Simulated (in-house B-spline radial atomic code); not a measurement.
Radial electron density of the chlorine ion Cl⁷⁺, [He] 2s2 2p6. Method: Dirac-Kohn-Sham RPBE, spherical fractional occupations, Fermi nucleus of rms radius 3.3654 fm. Calculated with an all-electron radial atomic-structure program (B-spline basis).

Columns: r (bohr), 4πr²n(r) (electrons per bohr), bar.

```
 0.00342   0.4407 #
 0.00399   0.5869 #
 0.00465   0.7776 ##
 0.00541    1.023 ##
 0.00631    1.347 ###
 0.00735     1.76 ####
 0.00856    2.285 #####
 0.00997    2.948 #######
  0.0116    3.767 ########
  0.0135    4.772 ###########
  0.0158    6.031 ##############
  0.0184    7.471 #################
  0.0214    9.109 ####################
  0.0249    10.93 #########################
   0.029    12.88 #############################
  0.0338    14.86 #################################
  0.0394    16.71 ######################################
  0.0459    18.23 #########################################
  0.0534    19.24 ###########################################
  0.0623    19.58 ############################################
  0.0725    19.16 ###########################################
  0.0845    18.03 #########################################
  0.0984    16.42 #####################################
   0.115     14.7 #################################
   0.134    13.44 ##############################
   0.156    13.04 #############################
   0.181    13.67 ###############################
   0.211    15.21 ##################################
   0.246    17.09 ######################################
   0.286    18.49 ##########################################
   0.334    18.71 ##########################################
   0.389    17.31 #######################################
   0.453    14.44 ################################
   0.528    10.68 ########################
   0.615    6.926 ################
   0.716    3.873 #########
   0.834    1.828 ####
   0.972   0.7114 ##
    1.13    0.226 #
    1.32  0.05263 
    1.54 0.009083
```

On this grid the curve has 2 maxima, near 0.0623, 0.334 bohr.

The 2p3/2 radial function P(r) = rR(r), positive near the nucleus, with its small component Q(r) (sign convention: Q ≈ (P' + κP/r)/2c):

```json
{"r (bohr)": "0.00342", "P": "0.001816", "Q": "-5.63e-05"}
{"r (bohr)": "0.00465", "P": "0.003318", "Q": "-0.0001027"}
{"r (bohr)": "0.00631", "P": "0.006017", "Q": "-0.0001861"}
{"r (bohr)": "0.00856", "P": "0.01085", "Q": "-0.0003347"}
{"r (bohr)": "0.0116", "P": "0.0194", "Q": "-0.0005963"}
{"r (bohr)": "0.0158", "P": "0.03471", "Q": "-0.001062"}
{"r (bohr)": "0.0214", "P": "0.0607", "Q": "-0.001845"}
{"r (bohr)": "0.029", "P": "0.1045", "Q": "-0.003151"}
{"r (bohr)": "0.0394", "P": "0.177", "Q": "-0.005272"}
{"r (bohr)": "0.0534", "P": "0.29", "Q": "-0.008507"}
{"r (bohr)": "0.0725", "P": "0.4587", "Q": "-0.0132"}
{"r (bohr)": "0.0984", "P": "0.6901", "Q": "-0.01937"}
{"r (bohr)": "0.134", "P": "0.9769", "Q": "-0.02655"}
{"r (bohr)": "0.181", "P": "1.264", "Q": "-0.03304"}
{"r (bohr)": "0.246", "P": "1.48", "Q": "-0.03706"}
{"r (bohr)": "0.334", "P": "1.512", "Q": "-0.03612"}
{"r (bohr)": "0.453", "P": "1.302", "Q": "-0.02954"}
{"r (bohr)": "0.615", "P": "0.9009", "Q": "-0.01941"}
{"r (bohr)": "0.834", "P": "0.4703", "Q": "-0.009629"}
{"r (bohr)": "1.13", "P": "0.1702", "Q": "-0.003355"}
{"r (bohr)": "1.54", "P": "0.03546", "Q": "-0.0006812"}
```
